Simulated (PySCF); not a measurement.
Bonding in `O=C([O-])/C(F)=C/C(F)F`

Compound: C4H2F3O2 (charge -1).
SMILES with atom numbers: `[O:1]=[C:2]([O-:3])/[C:4]([F:5])=[CH:6]/[CH:7]([F:8])[F:9]` (hydrogens: H10 on C6; H11 on C7)

Structure used (PBE0-D3(BJ)/def2-SVP), in Å, numbered top down from 1:
```xyz
11
C4H2F3O2 angstrom
O      2.9858   -0.1413   -1.0006
C      2.1940    0.2193   -0.1202
O      2.3605    0.7942    0.9681
C      0.7076   -0.1028   -0.4192
F      0.4564   -0.6842   -1.6014
C     -0.3131    0.1524    0.4110
C     -1.7171   -0.1642    0.1052
F     -2.5136    0.9482    0.1721
F     -2.2533   -1.0414    1.0106
H     -0.0491    0.6253    1.3585
H     -1.8378   -0.6046   -0.8983
```

Bond orders from the PBE0/pcSseg-1 density (PySCF). Geometry: PBE0-D3(BJ)/def2-SVP, one conformer, isolated ion. The pcSseg-1 basis has no diffuse functions, a weakness for an anion.

Task: How far do the computed orders between heavy atoms stray from the drawn ones?

Result: The largest departure is 0.747, at C2–O3 (drawn single, 1.747). Drawn single, order above 1.12: C2–O3 (1.747). Drawn single, order below 0.88: C2–C4 (0.821). Drawn double or triple, more than 0.30 short of the drawn order: C4–C6 (1.662). The SMILES, with its formal charges, is one Lewis structure only.

Task: Set the Mayer orders of the bonds beside their lengths.

Result: 
```json
{"bond": "O1–C2", "drawn as": "double", "length (Å)": "1.238", "Mayer order": "1.760"}
{"bond": "C2–O3", "drawn as": "single", "length (Å)": "1.242", "Mayer order": "1.747"}
{"bond": "C2–C4", "drawn as": "single", "length (Å)": "1.550", "Mayer order": "0.821"}
{"bond": "C4–F5", "drawn as": "single", "length (Å)": "1.341", "Mayer order": "0.943"}
{"bond": "C4–C6", "drawn as": "double", "length (Å)": "1.340", "Mayer order": "1.662"}
{"bond": "C6–C7", "drawn as": "single", "length (Å)": "1.471", "Mayer order": "1.047"}
{"bond": "C7–F8", "drawn as": "single", "length (Å)": "1.370", "Mayer order": "0.919"}
{"bond": "C7–F9", "drawn as": "single", "length (Å)": "1.370", "Mayer order": "0.921"}
{"bond": "C6–H10", "drawn as": "single", "length (Å)": "1.091", "Mayer order": "0.932"}
{"bond": "C7–H11", "drawn as": "single", "length (Å)": "1.103", "Mayer order": "0.958"}
```

Bonds between the same two heavy elements. C–O: all 2 within 0.02 of one another (1.747 to 1.760). C–C: lowest C2–C4 (0.821, 1.550 Å), highest C4–C6 (1.662, 1.340 Å). C–F: lowest C7–F8 and C7–F9 (0.919, 1.370 Å), highest C4–F5 (0.943, 1.341 Å). Bonds named together lie within 0.004.

Task: Sum the orders of all bonds at each heavy atom with more than one neighbour and set the sums beside the valence in the SMILES.

Result: C2 4.328 (drawn 4), C4 3.426 (drawn 4), C6 3.641 (drawn 4), C7 3.845 (drawn 4). Orders between atoms that aren't bonded are not in these sums.

The Mayer order sums products of elements of PS (density times overlap matrix) between the two atoms' basis functions, so it depends on the basis set.
